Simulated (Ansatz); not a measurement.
This geometry of BrH + CH4BFO (10 atoms, charge 0, multiplicity 1) is a first-order saddle point.

All numbers below come from RKS LDA/def2-SVP (Ansatz).

```xyz
10
Properties=species:S:1:pos:R:3
B 0.043 0.125 0.084
O 0.090 -0.071 1.551
H -0.797 -0.365 1.859
C 1.366 0.013 -0.710
H 1.616 -1.064 -0.847
H 1.263 0.465 -1.717
H 2.214 0.498 -0.187
F -1.142 -0.222 -0.416
Br -0.116 2.522 0.655
H 0.072 1.156 1.643
```

Problem. Which two structures does it join? (They come from a converged band through this point; their orientation in space is the band's.)

Solution. Bonds broken: Br9–H10. Bonds formed: B1–Br9, O2–H10. BrH + CH4BFO becomes CH5BBrFO.

First end point:

```xyz
10
Properties=species:S:1:pos:R:3
B -0.063 -0.418 -0.018
O -0.460 0.206 1.130
H -1.267 -0.172 1.537
C 1.192 0.048 -0.789
H 1.985 -0.728 -0.704
H 0.974 0.147 -1.873
H 1.596 1.005 -0.398
F -0.810 -1.444 -0.418
Br 1.137 2.811 1.832
H 0.325 1.599 1.615
```

Last end point:

```xyz
10
Properties=species:S:1:pos:R:3
B 0.051 0.443 0.039
O 0.143 -0.028 1.606
H -0.725 -0.477 1.746
C 1.352 0.049 -0.730
H 1.450 -1.057 -0.796
H 1.311 0.444 -1.767
H 2.269 0.455 -0.255
F -1.131 -0.112 -0.344
Br -0.161 2.453 0.405
H 0.049 0.887 2.011
```

Problem. How far does it lie above each of them?

Solution. 0.49 eV above the first and 0.26 eV above the second. This is the barrier of this one path; another mechanism may lie lower. The orbitals stay closed-shell, which can raise the energy where a bond breaks towards radicals; this wasn't checked here.

Run time: 56 s on 4 threads of Arm Neoverse V2, with other jobs on the host, peak memory 0.16 GiB.
